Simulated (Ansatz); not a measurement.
Abridged output of a molecular run in Ansatz:

```
Functional definition: HF
1159 factors; integrals over basis functions are off by at most 1.1e-3 eV
mean field evaluation 1: about -27777.7687 eV, gradient 4.3e1 eV
mean field evaluation 2: about -27777.7705 eV, gradient 4.3e1 eV
mean field evaluation 4: about -27781.7563 eV, gradient 3.3e0 eV
mean field evaluation 8: about -27781.7959 eV, gradient 6.5e-2 eV
mean field evaluation 16: about -27781.7933 eV, gradient 3.2e-1 eV
mean field -27781.79592335 eV, -1020.9621690056 hartree, gradient 1.8e-6 eV, S^2 0.000000; 0 other end points of the search recorded, 0 dependent functions left out
17 core orbitals not correlated: weight in the atoms' cores, before any rotation towards them, 1.000 or more for the frozen orbitals, at most 0.000 for the correlated occupied ones
reference -27781.79592335 eV, -1020.9621690056 hartree; 16, 16 occupied and 89, 89 virtual orbitals, 1159 factors
second order -17.91229612 eV of doubles, -0.00000000 eV of singles
cycle   1  -18.90804290 eV  change    -1.0e0 eV  update   1.1e-1
cycle   2  -19.50905747 eV  change   -6.0e-1 eV  update   3.1e-2
cycle   3  -19.63922110 eV  change   -1.3e-1 eV  update   1.5e-2
cycle   4  -19.63097324 eV  change    8.2e-3 eV  update   3.0e-3
cycle   5  -19.63084374 eV  change    1.3e-4 eV  update   1.0e-3
cycle   6  -19.63098622 eV  change   -1.4e-4 eV  update   2.7e-4
cycle   7  -19.63082608 eV  change    1.6e-4 eV  update   1.0e-4
cycle   8  -19.63079203 eV  change    3.4e-5 eV  update   2.9e-5
perturbative correction -0.41002822 eV, -0.0150682590 hartree
Total energy: -27801.83674360 eV, -1021.6986555654 hartree
```

Its atoms:

Z-matrix (Å, degrees):
```
Si
O 1 1.637
H 1 1.485 2 109.9
H 1 1.483 2 108.3 3 -119.7
H 1 1.487 2 110.2 3 120.4
Si 2 1.627 1 145.9 3 -78.5
O 6 1.627 2 110.9 1 61.3
H 6 1.480 2 107.2 1 -178.8
H 6 1.480 2 109.8 1 -56.9
Si 7 1.637 6 145.8 2 60.6
H 10 1.483 7 108.3 6 162.1
H 10 1.485 7 109.9 6 -78.2
H 10 1.487 7 110.3 6 42.1
```

(1) Which basis set was used?
A. def2-SVPD
B. def2-SVP
C. cc-pV(T+d)Z
D. def2-TZVPP

(2) Write the keys of the input that set method, charge and spin (a neutral closed shell needs none for the last two).

Answers

(1) B. It gives 122 functions.

(2) 
```yaml
correlation: {method: ccsd_t}
```
